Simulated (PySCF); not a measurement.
C5H7F, SMILES CC1=CC[C@@H]1F.

The structure is a stationary point at B3LYP-D3(BJ)/def2-SVP. The structure was generated by enumeration; whether it is a known compound was not checked.

Two levels are set side by side: PBE/def2-TZVP (PySCF) and PBE0/def2-TZVP (PySCF). Same geometry, gas phase. Differences are taken from unrounded values.

```
quantity                      PBE0    PBE  PBE minus PBE0
---------------------------  -----  -----  --------------
orbital gap (eV)              7.35   5.20           -2.16
highest occupied level (eV)  -7.26  -6.14            1.12
lowest empty level (eV)       0.09  -0.95           -1.04
dipole moment (D)             1.80   1.68           -0.12
mean polarisability (bohr³)   58.3   60.2             1.9
```

Without exact exchange PBE keeps part of each electron's self-repulsion, which lifts occupied levels and narrows the gap. PBE's more diffuse valence density responds more strongly to a field. Differences between two approximate levels are no errors against the true value.

Rough cost on one machine, each run with all the roots and properties that it gave: PBE0 against PBE within a factor of 2.
